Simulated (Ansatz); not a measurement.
Consider the ligand exchange at the Si–O bond: `[NH2][Sn][O][SiH3]` + `O[Si](F)(Cl)O[SiH3]` → `F[Si](Cl)(O[SiH3])O[SiH3]` + `[NH2][Sn][OH]`.

Isolated molecules relaxed with PBE0-D4/def2-TZVP in Ansatz; ΔE leaves out vibrations. CCSD(T)/CBS is the MP2 limit (def2-TZVPP, def2-QZVPP) plus CCSD(T) − MP2 in def2-TZVPP, frozen cores. Functionals use def2-TZVPP. def2 core potentials past Kr. For Sn outer-core shells are correlated without core-valence functions, which leaves a few kJ/mol of doubt a bond. Each species was taken in one conformer, which may not be the lowest.

`[NH2][Sn][O][SiH3]`:

Z-matrix (Å, degrees):
```
Si
O 1 1.623
H 1 1.489 2 110.7
H 1 1.489 2 110.7 3 -120.4
H 1 1.496 2 112.1 3 119.8
Sn 2 1.989 1 144.0 3 -119.2
N 6 2.011 2 95.2 1 -0.1
H 7 1.010 6 124.3 2 -0.1
H 7 1.008 6 124.2 2 -179.9
```

`O[Si](F)(Cl)O[SiH3]`:

Cartesian coordinates in Å:
```
O 1.845 -1.333 1.096
Si 0.507 -1.180 0.207
F -0.620 -2.161 0.728
Cl 0.971 -1.727 -1.683
O -0.078 0.313 0.260
Si -0.933 1.502 -0.491
H 1.848 -0.980 1.987
H -0.722 2.751 0.278
H -0.444 1.666 -1.881
H -2.374 1.149 -0.500
```

`F[Si](Cl)(O[SiH3])O[SiH3]`:

Z-matrix (Å, degrees):
```
Si
Cl 1 2.032
O 1 1.597 2 110.7
O 1 1.600 2 110.2 3 -123.1
F 1 1.578 2 107.4 3 117.9
Si 3 1.643 1 150.7 2 -31.8
Si 4 1.645 1 149.6 2 -35.6
H 6 1.483 3 109.6 1 43.2
H 6 1.481 3 107.7 1 163.3
H 6 1.484 3 109.3 1 -77.1
H 7 1.483 4 109.4 1 -77.4
H 7 1.483 4 109.6 1 43.2
H 7 1.481 4 107.5 1 162.9
```

`[NH2][Sn][OH]`:

```xyz
6

N     0.483    0.062    0.943
Sn    0.449    1.173   -0.746
O    -0.809    0.017   -1.753
H     1.031    0.309    1.752
H    -0.027   -0.794    1.104
H    -1.128   -0.768   -1.300
```

```json
{"species": "`[NH2][Sn][O][SiH3]`", "ωB97M-V energy (Eh)": "-636.81503"}
{"species": "`O[Si](F)(Cl)O[SiH3]`", "ωB97M-V energy (Eh)": "-1292.18191"}
{"species": "`F[Si](Cl)(O[SiH3])O[SiH3]`", "ωB97M-V energy (Eh)": "-1582.89859"}
{"species": "`[NH2][Sn][OH]`", "ωB97M-V energy (Eh)": "-346.09706"}
```

Problem. Work out ΔE.

Solution. ΔE = (-1582.89859) + (-346.09706) − (-636.81503) − (-1292.18191) = 0.00129 Eh = +0.04 eV. CCSD(T)/CBS gives +0.04 eV.

Largest T1 diagnostic among the species: 0.017.

In def2-TZVPP, CCSD(T) changes the Hartree–Fock value by +0.04 eV (the triples alone add +0.01 eV) and MP2 by +0.05 eV.
